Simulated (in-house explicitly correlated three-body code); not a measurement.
Computed with an exponentially correlated three-body code. Model: two electrons around a point charge, non-relativistic, variational in 260 exponentially correlated functions (energies converged to about 1e-7 hartree, or 1e-8 relative for large Z).

Command:
```bash
python run_hyl.py task.json out
```
Settings (lengths in bohr, energies in hartree):
```
Z                      1.5
screening              0.6
interaction_strength   1
functions              260
states_tried           1
```

Time taken, with all properties: 4 s on 1 thread of AMD EPYC 9R45 96-Core Processor (Zen 5) (shared host).

**Ground state only, binding against the one-electron ion.**

Given: nuclear charge 1.5; Yukawa screening of all interactions 0.6 1/bohr.

Computed: one-electron threshold -0.446346188 hartree.

```tsv
term	energy (hartree)	binding (eV)
1 1S	-0.562813602	3.1692
```

**Converged states only, values per electron or pair (inverse distances are <exp(-kr)/r>).**

| term | mean r (bohr) | mean r squared (bohr²) | mean inverse r (1/bohr) | mean r12 (bohr) | mean inverse r12 (1/bohr) | mean cosine | mean p1 dot p2 (bohr⁻²) | delta r1 (bohr⁻³) | delta r12 (bohr⁻³) |
| --- | --- | --- | --- | --- | --- | --- | --- | --- | --- |
| 1 1S | 1.5985 | 3.8266 | 0.66416 | 2.494 | 0.22164 | -0.062821 | 0.055686 | 0.56659 | 0.020027 |
